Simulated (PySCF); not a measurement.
Precursor series W OH-NH2. Gas-phase values, no solvent. One relaxed conformer stands for each flexible species; it need not be the lowest.

Method: TPSSh-D3(BJ)/def2-TZVP // PBE-D3(BJ)/def2-SVP (PySCF). All candidates: neutral, multiplicity 1. 

```
Property         Result
-------------  --------
HOMO           -6.10 eV
HOMO–LUMO gap   3.64 eV
LUMO           -2.46 eV
```

Problem. Which member has these values?
A. [W(OH)4(NH2)2]
B. [W(OH)3(NH2)3]
C. [W(OH)2(NH2)4]
D. [W(OH)(NH2)5]

Solution. B, [W(OH)3(NH2)3]. The others give [W(OH)(NH2)5]: -5.71 eV, 3.88 eV, -1.84 eV; [W(OH)2(NH2)4]: -5.92 eV, 3.56 eV, -2.35 eV; [W(OH)4(NH2)2]: -6.69 eV, 4.08 eV, -2.61 eV
